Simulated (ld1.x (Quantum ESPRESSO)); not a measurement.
**Pt, RRKJ: configuration errors across variants**

* Element: platinum
* Generator: ld1.x (Quantum ESPRESSO) 7.5
* Type: norm-conserving RRKJ (Kleinman–Bylander form)
* Functional: PBEsol
* Relativity: scalar-relativistic
* Frozen core: [Xe] 4f14
* Valence charge: 10
* Reference configuration: 5d7 6s0 6p0 (charge +3)
* Partial waves: 6p (bound, empty): rc 2.25 bohr; 5d (bound): rc 1.95 bohr; 6s (bound, empty): rc 2.05 bohr
* Local potential: the s channel
* Core correction: none

All-electron excitation energies from the reference (eV): (1) 5d9 6s1 6p0 -61.470; (2) 5d9 6s0 6p0 -52.244; (3) 5d8 6s0 6p0 -32.248; (4) 5d10 6s0 6p0 -61.480; (5) 5d8 6s2 6p0 -60.482; (6) 5d9.5 6s0.5 6p0 -61.587; (7) 5d6 6s0 6p0 45.684.

Errors AE − PS in meV (a dash: test not solved or not reliable):

```tsv
change	(1)	(2)	(3)	(4)	(5)	(6)	(7)	bound ghosts
base	-108	-235	-70	-390	+90	-241	-106	none
wave 5d (bound): rc 1.95 bohr becomes 5d (bound): rc 1.26 bohr	-111	-244	-73	-401	+91	-248	-114	none
wave 5d (bound): rc 1.95 bohr becomes 5d (bound): rc 1.48 bohr	-111	-243	-73	-400	+91	-247	-113	none
wave 5d (bound): rc 1.95 bohr becomes 5d (bound): rc 1.66 bohr	-111	-243	-73	-399	+91	-247	-113	none
wave 5d (bound): rc 1.95 bohr becomes 5d (bound): rc 1.78 bohr	-110	-242	-72	-398	+91	-246	-112	none
wave 5d (bound): rc 1.95 bohr becomes 5d (bound): rc 1.94 bohr	-108	-235	-70	-390	+90	-241	-106	none
wave 5d (bound): rc 1.95 bohr becomes 5d (bound): rc 2.42 bohr	-76	-141	-32	-271	+67	-168	-35	none
wave 5d (bound): rc 1.95 bohr becomes 5d (bound): rc 2.56 bohr	-58	-86	-11	-199	+45	-124	+2.7	none
wave 5d (bound): rc 1.95 bohr becomes 5d (bound): rc 2.72 bohr	-32	-6.0	+18	-92	+9.3	-58	+53	none
wave 5d (bound): rc 1.95 bohr becomes 5d (bound): rc 2.96 bohr	+76	+265	+113	+292	-108	+184	+201	none
```

Give the same row for: wave 5d (bound): rc 1.95 bohr becomes 5d (bound): rc 2.22 bohr.

-97, -205, -57, -353, +86, -218, -82; bound ghosts: none.
